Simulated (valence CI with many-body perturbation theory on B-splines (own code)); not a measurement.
# Tl⁴⁰⁺: calculated level list

Calculated by relativistic CI+MBPT: five valence electrons over a frozen Dirac-Fock core [Kr], radial functions for each j: 7 s, 7 p, 8 d, 6 f, 4 g, 1 h, with the one-electron correlation potential Σ1, the two-electron term Σ2, the three-electron term Σ3, Breit, model QED; selected CI, second order for the rest, scaled by the run's own slope (own B-spline code, finite nucleus).

The last digits are not significant, and no measured levels were compared; by estimate large intervals hold to a few tenths of a per cent, small ones and those within an open d or f shell to about a per cent. The list stops below the first excitations out of the core.

Levels 1 to 37 of 37, with energies above the lowest level, (4d3/2^4 4d5/2) J=5/2. "Leading %" is the weight of the configuration and term that name the level; weights of strongly mixed levels are sums over their largest components and can fall short. In the jj column 3d3/2^4 stands for four electrons in 3d with j = 3/2. Lifetimes count E1, E2, E3, M1 and M2 decay at the calculated energies, and are blank where another channel may lead or the interval is too uncertain; long ones can be off by a factor of two.

```csv
No.,Configuration,Term,J,E (eV),Leading %,Leading jj,Lifetime
1,4d⁵,⁴P,5/2,0.00,25,4d3/2^4 4d5/2 (96 %),
2,4d⁵,⁶S,5/2,23.14,36,4d3/2^3 4d5/2^2 (93 %),4.54 μs
3,4d⁵,⁴G,7/2,28.35,32,4d3/2^3 4d5/2^2 (99 %),9.10 μs
4,4d⁵,⁴D,3/2,29.00,39,4d3/2^3 4d5/2^2 (98 %),4.01 μs
5,4d⁵,²H,11/2,29.46,44,4d3/2^3 4d5/2^2 (99 %),
6,4d⁵,²G,9/2,31.39,32,4d3/2^3 4d5/2^2 (97 %),4.38 ms
7,4d⁵,²D,5/2,32.79,33,4d3/2^3 4d5/2^2 (95 %),130 μs
8,4d⁵,⁴P,1/2,34.12,41,4d3/2^3 4d5/2^2 (92 %),572 μs
9,4d⁵,²F,7/2,34.73,40,4d3/2^3 4d5/2^2 (98 %),163 μs
10,4d⁵,²D,3/2,41.85,61,4d3/2^3 4d5/2^2 (91 %),37.1 μs
11,4d⁵,⁶S,5/2,51.14,34,4d3/2^2 4d5/2^3 (92 %),2.08 μs
12,4d⁵,⁴D,7/2,54.88,52,4d3/2^2 4d5/2^3 (99 %),3.78 μs
13,4d⁵,²I,11/2,55.58,50,4d3/2^2 4d5/2^3 (99 %),5.58 μs
14,4d⁵,⁴G,9/2,56.23,62,4d3/2^2 4d5/2^3 (97 %),5.62 μs
15,4d⁵,⁴D,1/2,57.68,78,4d3/2^2 4d5/2^3 (98 %),3.03 μs
16,4d⁵,²I,13/2,58.20,100,4d3/2^2 4d5/2^3 (100 %),27.4 μs
17,4d⁵,⁴P,3/2,58.66,53,4d3/2^2 4d5/2^3 (97 %),2.10 μs
18,4d⁵,²F,5/2,59.07,42,4d3/2^2 4d5/2^3 (97 %),3.85 μs
19,4d⁵,²H,9/2,61.78,52,4d3/2^2 4d5/2^3 (99 %),3.16 μs
20,4d⁵,²G,7/2,62.61,61,4d3/2^2 4d5/2^3 (99 %),10.7 μs
21,4d⁵,⁴F,5/2,63.20,64,4d3/2^2 4d5/2^3 (98 %),3.05 μs
22,4d⁵,²D,3/2,63.49,84,4d3/2^2 4d5/2^3 (91 %),7.69 μs
23,4d⁵,⁴P,1/2,65.96,44,4d3/2^2 4d5/2^3 (87 %),3.98 μs
24,4d⁵,²G,7/2,66.34,47,4d3/2^2 4d5/2^3 (96 %),5.75 μs
25,4d⁵,²G,9/2,69.93,79,4d3/2^2 4d5/2^3 (97 %),10.3 μs
26,4d⁵,²P,3/2,75.91,74,4d3/2^2 4d5/2^3 (97 %),9.80 μs
27,4d⁵,²D,5/2,77.58,78,4d3/2^2 4d5/2^3 (92 %),5.23 μs
28,4d⁵,⁴P,5/2,83.57,34,4d3/2 4d5/2^4 (95 %),1.32 μs
29,4d⁵,²F,7/2,87.47,29,4d3/2 4d5/2^4 (99 %),1.92 μs
30,4d⁵,⁴D,3/2,88.64,30,4d3/2 4d5/2^4 (98 %),1.54 μs
31,4d⁵,²H,11/2,88.67,55,4d3/2 4d5/2^4 (99 %),2.40 μs
32,4d⁵,²G,9/2,91.33,53,4d3/2 4d5/2^4 (97 %),2.72 μs
33,4d⁵,²D,5/2,93.19,60,4d3/2 4d5/2^4 (94 %),2.41 μs
34,4d⁵,²G,7/2,94.56,52,4d3/2 4d5/2^4 (97 %),2.69 μs
35,4d⁵,²P,1/2,97.47,49,4d3/2 4d5/2^4 (92 %),2.62 μs
36,4d⁵,²D,3/2,104.50,74,4d3/2 4d5/2^4 (95 %),1.97 μs
37,4d⁵,²D,5/2,119.60,39,4d5/2^5 (96 %),1.10 μs
```

The ionisation energy to 4d⁴ ³P0 of the next ion comes out as 1922.3 eV (NIST: 1920 ± 4 eV (theoretical)). All 37 levels together are meant to be complete up to 147.46 eV.
